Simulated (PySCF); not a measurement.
# Computed vibrations of [PbCl3(H2O)]−

[PbCl3(H2O)]− (singlet). PySCF 2.14.0, RKS PBE0, Pb def2-SVP with ECP60, Cl def2-SVP, O def2-SVP, H def2-SVP; non-relativistic Hamiltonian with scalar-relativistic core potentials where named; density fitting; no spin-orbit coupling. Central differences of gradients.

```xyz
7

Pb   -0.1789    0.0559   -0.0559
Cl    1.4533    1.5067    1.3253
Cl   -0.8699   -1.6968    1.6968
Cl    1.4533   -1.3253   -1.5067
O    -1.9390    2.3291   -2.3291
H    -1.4952    2.5668   -1.5067
H    -1.4952    1.5067   -2.5668
```

Run from Python with OMP_NUM_THREADS=2. Where DIIS fails, smearing, a level shift and second-order steps follow.
It took 92 s on 2 threads of Arm Neoverse V1, with other jobs on the host.

Q: What are the harmonic wavenumbers and infrared intensities?

A: Modes are labelled in Cs; negative numbers are unstable modes, those under 60 cm⁻¹ near the noise; a finer grid moves soft modes by up to 10 cm⁻¹.
| cm⁻¹ | km/mol | symmetry |
| --- | --- | --- |
| -23 | – | a' |
| -15 | – | a'' |
| 72 | 6.6 | a' |
| 83 | 1.5 | a' |
| 88 | 1.4 | a'' |
| 100 | 5.1 | a' |
| 126 | 0.1 | a'' |
| 186 | 212.6 | a' |
| 264 | 81.4 | a'' |
| 267 | 113.0 | a' |
| 286 | 98.0 | a'' |
| 289 | 35.5 | a' |
| 1646 | 254.6 | a' |
| 3853 | 19.5 | a' |
| 3938 | 28.1 | a'' |

Q: Is this a minimum?

A: Yes, within the noise of the softest modes.
